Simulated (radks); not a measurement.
The numbers below are computed, except where a source is named.
Ionisation of the mercury ion Hg2+, [Xe] 4f14 5d10, to Hg3+, [Xe] 4f14 5d9, under several functionals. Dirac Kohn-Sham, spin-unpolarised, spherical densities, point nucleus; open shells fill j = l - 1/2 first; a radial shooting solver on a logarithmic mesh with Libxc functionals.

\begin{tabular}{lrrrrrr}
functional & E(Hg2+) (hartree) & Exc (hartree) & IE (eV) & -e(HOMO) (eV) & <r> HOMO (bohr) & IE error (eV) \\ \hline
exchange-only PBE & -19656.2478 & -368.3468 & 33.491 & 26.856 & 1.476 & -0.999 \\
revPBE & -19661.4699 & -373.6435 & 34.623 & 27.939 & 1.464 & +0.133 \\
OLYP & -19667.9509 & -380.3598 & 34.771 & 28.051 & 1.457 & +0.281 \\
LDA (Slater exchange, Perdew-Wang correlation) & -19650.2421 & -362.2999 & 34.988 & 28.310 & 1.467 & +0.498 \\
PBE & -19661.0633 & -373.2274 & 34.703 & 28.022 & 1.465 & +0.213 \\
Wu-Cohen GGA & -19659.7790 & -371.9332 & 34.740 & 28.058 & 1.465 & +0.250 \\
\end{tabular}

NIST Atomic Spectra Database: 34.49 eV (measured). Closest: revPBE. The Delta-SCF values span 1.50 eV, the total energies 17.71 hartree. The highest occupied level is 5d5/2. Spin polarisation and multiplet splitting are left out, so open shells lie too high by an amount that depends on their filling.

Beside tabulated values, note that spin-unpolarised runs miss the spin-polarisation part of the exchange energy of open shells.
